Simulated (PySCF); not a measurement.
**How methods differ on the excitation energy of N⁺**

N⁺ [He] 2s2 2p2 (3P) → N⁺ [He] 2s1 2p2 3s1 (5P), as a difference of total energies. Calculation: PySCF 2.14, in aug-cc-pwCVTZ; no relativity, point nucleus. Correlated levels: valence and next inner shell: nothing frozen. The calculations carry no spin-orbit coupling.

| method | excitation energy (cm⁻¹) |
| --- | --- |
| UHF | 188420 |
| MP2 (valence and next inner shell) | 201160 |
| SCS-MP2 (valence and next inner shell) | 204410 |
| CCSD (valence and next inner shell) | 204290 |
| CCSD(T) (valence and next inner shell) | 204680 |

The promoted electron is Rydberg-like, and one or two diffuse shells describe it only roughly, which tends to raise the upper state.
